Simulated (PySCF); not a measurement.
Working out the excitation energy of Ar⁺

Ar⁺ [Ne] 3s2 3p5 (2P) → Ar⁺ [Ne] 3s2 3p4 4s1 (4P). Calculation: PySCF 2.14, in aug-cc-pVDZ-DK (5s4p2d, 27 functions); the spin-free X2C one-electron Hamiltonian (Gaussian nucleus). Frozen: [Ne]. Energies in hartree (1 hartree = 27.21139 eV):

| part | Ar⁺ (lower) | Ar⁺ (upper) |
| --- | --- | --- |
| UHF | -528.068232 | -527.479946 |
| MP2 opposite-spin | -0.088654 | -0.076351 |
| MP2 same-spin | -0.029914 | -0.030555 |

What does Hartree-Fock give?

(-527.479946) − (-528.068232) = 0.588286 hartree = 16.008 eV.

What do MP2 and SCS-MP2 (6/5 opposite-spin, 1/3 same-spin) give?

The opposite-spin parts differ by 0.335 eV and the same-spin parts by -0.017 eV. MP2: 16.008 + (0.335) + (-0.017) = 16.326 eV. SCS-MP2: 16.008 + 1.2 × (0.335) + (-0.017)/3 = 16.404 eV.

Measured between the centres of the two terms (NIST): 16.648 eV, so MP2 (valence) is off by -0.322 eV.

A double-zeta basis recovers only part of the correlation energy.

What remains against the reference includes basis incompleteness, the frozen core and correlation beyond second order.
